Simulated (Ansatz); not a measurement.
**Energy profile**

The step: Si₃H₈ ([SiH3][SiH2][SiH3]) + H₂ → Si₂H₆ ([SiH3][SiH3]) + SiH₄; bonds formed: Si1–H7, Si2–H6; bonds broken: Si1–Si2, H6–H7 (atoms numbered as in the saddle structure below).

Si1  (-0.383, -1.032, 0.353)
Si2  (0.386, 1.266, 1.320)
H3  (-0.463, -2.466, 0.777)
H4  (-1.614, -0.476, 1.071)
Si5  (-0.362, -0.310, -1.861)
H6  (1.060, -0.381, 0.716)
H7  (1.294, -1.317, 0.105)
H8  (1.705, 1.949, 1.167)
H9  (0.037, 1.168, 2.760)
H10  (-0.661, 2.036, 0.599)
H11  (0.876, 0.497, -2.033)
H12  (-1.549, 0.530, -2.174)
H13  (-0.327, -1.462, -2.800)
(Å)

Electronic energies by CCSD(T) at an estimated basis limit (MP2 extrapolated from triple and quadruple zeta, plus CCSD(T) − MP2 in triple zeta), on PBE0-D4/def2-TZVP structures; Si₃H₁₀, closed shell; no counterpoise correction. Program: Ansatz 0.2.0. Basis: def2-TZVPP and def2-QZVPP. Cores are frozen in the correlated methods. Extrapolation: Hartree–Fock as exp(−7.88 √X), correlation as X^−2.97.

Problem. Give the profile in kJ/mol, counted from the separated reactants. (An estimate is asked for; the value comes from the calculation.)

Solution. Computed:
```tsv
point	kJ/mol
separated: Si₃H₈ (linked as [SiH3][SiH2][SiH3]; Si1, Si2, H3, H4, Si5, H8, H9, H10, H11, H12, H13; singlet) + H₂ (H6, H7; singlet)	0.0
start structure	-2.3
saddle	296.6
end structure	-18.6
separated: Si₂H₆ (linked as [SiH3][SiH3]; Si1, H3, H4, Si5, H7, H11, H12, H13; singlet) + SiH₄ (Si2, H6, H8, H9, H10; singlet)	-12.1
```

The T1 diagnostic stays at or below 0.015.

For scale, one of the runs: CCSD(T)/def2-TZVPP, 266 basis functions, launched by `ansatz run in.yaml --threads 4 --pin off --events-out ev --progress --plain --max-ram 9574MiB`. The run took 95 s on 4 CPU threads of an Arm Neoverse V1 (shared host), with 5.8 GiB of host memory at its peak.
